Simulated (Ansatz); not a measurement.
`C[O][Ga]([OH])[F]`. Charge 0, multiplicity 1.

```xyz
9

C    -1.130    0.492   -1.020
O     0.201    0.438   -0.546
Ga    0.675   -0.489    0.876
O     2.327   -0.561    1.484
F    -0.551   -1.387    1.731
H    -1.822   -0.118   -0.429
H    -1.159    0.139   -2.055
H    -1.482    1.528   -0.999
H     2.941   -0.042    0.958
```

Q: What are the harmonic wavenumbers in cm⁻¹ at PBE0-D4/def2-TZVP (Ansatz, finite differences of forces, unscaled)? (Estimate.)

A: The calculation gave: 58, 97, 108, 180, 200, 276, 332, 619, 697, 746, 871, 1122, 1178, 1207, 1481, 1494, 1501, 3020, 3092, 3094, 3895.

Q: Is this a minimum?

A: Yes, all 21 modes are real.

Q: Give the ideal-gas thermochemistry at 298.15 K and 1 bar (rigid rotor, harmonic oscillator; point group Cs, symmetry number 1).

A: Zero-point energy 151.1 kJ/mol; H(298) − E = 173.5 kJ/mol; entropy 365.9 J/(mol·K), of which translation 170.2, rotation 112.3, vibration 83.4; G(298) − E = 64.4 kJ/mol. Modes under 100 cm⁻¹ are hindered rotations or soft bends, so the harmonic entropy is rough.
